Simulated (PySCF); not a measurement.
## Vertical excitation energies

C₄H₁₂AlNO₂.
Geometry (PBE0-D3(BJ)/def2-SVP, Å), atoms numbered from 1 in this order:
```xyz
20
C4H12AlNO2 angstrom
C     -0.7799   -0.6522    1.4211
N     -0.5561   -0.1991    0.0407
C     -1.5319   -0.8094   -0.8729
Al    -0.8366    1.8922   -0.0423
C      0.7839   -0.5386   -0.4204
O      1.6949    0.1773    0.3768
C      2.9599    0.2113   -0.0583
O      3.3609   -0.3562   -1.0299
H     -0.0202   -0.2082    2.0750
H     -0.7304   -1.7534    1.4845
H     -1.7717   -0.3133    1.7500
H     -1.4038   -1.9055   -0.9117
H     -2.5443   -0.5706   -0.5255
H     -1.4050   -0.3894   -1.8805
H     -2.4464    1.8798   -0.0226
H     -0.1195    2.4351    1.2830
H     -0.1261    2.1458   -1.4643
H      0.9712   -1.6252   -0.3240
H      0.8885   -0.2478   -1.4758
H      3.5621    0.8414    0.6254
```

The calculation used TDDFT PBE0/def2-SVPD, vertical, gas phase, core orbitals frozen in the response in PySCF 2.14.0, density-fitted response routines.

What does the calculation give for the low-lying excited states?

```
state  λ (nm)  E (eV)       f  |μ| (D)  main configurations (H = HOMO, L = LUMO)
   S1   211.6    5.86  0.0012     0.24        H-3→L (64%), H→L (25%), H-2→L (9%)
   S2   205.9    6.02  0.0037     0.40       H-1→L (43%), H→L (36%), H-3→L (17%)
   S3   203.1    6.11  0.0013     0.24                    H-1→L (55%), H→L (39%)
   S4   191.1    6.49   0.012     0.70                  H→L+1 (75%), H→L+2 (18%)
   S5   187.4    6.62   0.028     1.05              H-1→L+1 (78%), H-1→L+2 (15%)
   S6   179.0    6.93   0.032     1.10                  H→L+2 (79%), H→L+1 (20%)
   S7   175.8    7.05   0.021     0.90              H-1→L+2 (81%), H-1→L+1 (16%)
   S8   169.8    7.30  0.0062     0.47                  H-2→L (85%), H-3→L (14%)
   S9   166.0    7.47  0.0057     0.45                H-1→L+3 (57%), H→L+5 (19%)
  S10   165.3    7.50   0.028     1.00                  H→L+3 (80%), H→L+4 (11%)
```

Triplets, Tamm–Dancoff:

| state | E (eV) | λ (nm) | main configurations (H = HOMO, L = LUMO) |
| --- | --- | --- | --- |
| T1 | 5.28 | 234.7 | H-3→L (84%), H-2→L (12%) |
| T2 | 5.90 | 210.0 | H→L (56%), H-4→L (23%), H-1→L (11%) |
| T3 | 6.07 | 204.2 | H-1→L (84%), H-4→L (8%) |
| T4 | 6.08 | 203.9 | H→L+1 (42%), H→L+2 (36%) |

The lowest singlet comes at 212 nm (565 kJ/mol) in the ultraviolet; it is very weak; its leading configuration is HOMO-3→LUMO (64%). The most intense listed level is S6 at 6.93 eV (179 nm, f = 0.032), 1.07 eV above S1. Löwdin shares by element: HOMO hydrogen 55% or more, aluminium 36%; LUMO oxygen 48%, carbon 40% or more, hydrogen 8% or more. The oscillator strengths of these states sum to 0.139; summed over the whole spectrum of an exact calculation they would give the number of electrons, 72 (Thomas–Reiche–Kuhn). Weighted by f, the mean energy of these states is 6.96 eV. Of the 10 states listed, 5 reach f = 0.01 and none stays under 0.0005. The vertical ionisation energy (ΔSCF) is 9.56 eV, 2.06 eV above S10. Singlets were solved by full linear response, triplets in the Tamm–Dancoff approximation.

One conformer stands for the species.
